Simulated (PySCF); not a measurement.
C2H6Mg, singlet, geometry from GFN2-xTB (such geometries of metal compounds can be far from the true shape). Base run: PBE0/3-21G run with PySCF.

PySCF was given this input:
```python
from pyscf import gto, scf, dft

mol = gto.Mole()
mol.atom = '''
    Mg   -0.01819889    0.66989224    0.10834056
    C     1.43542092   -0.14320832   -1.21160084
    H     1.86730763   -1.00768391   -0.70053360
    H     2.25335339    0.50190837   -1.53163332
    H     0.92848128   -0.51145758   -2.10691079
    C    -1.41524937   -0.59434568    1.09173900
    H    -1.51373670   -1.46845797    0.44255515
    H    -2.41245308   -0.18855395    1.26350581
    H    -1.02559520   -0.93913775    2.05210105
'''
mol.basis = '3-21g'
mol.verbose = 4
mol.build()

mf = dft.RKS(mol)
mf.xc = 'pbe0'
mf.kernel()
```

Variants of this job, named by their change:

```csv
change,ΔE vs base (µEh),grid points,electrons on the grid
base,0.0,105664,29.99999
grids.radi_method = gauss_chebyshev,-0.1,102688,29.99999
grids.level = 4,-2.0,179424,30.00000
grids.level = 5,-1.9,268840,30.00000
"grids.atom_grid = (50, 194)",33.2,59304,29.99985
"grids.atom_grid = (99, 590)",-1.9,291072,30.00000
grids.radi_method = mura_knowles,-0.3,101000,29.99999
grids.prune = off,0.0,170624,29.99999
grids.level = 7,-1.7,556856,30.00000
"grids.atom_grid = (75, 302)",0.6,130520,29.99999
grids.prune = dft.gen_grid.sg1_prune,18.2,44720,29.99984
```
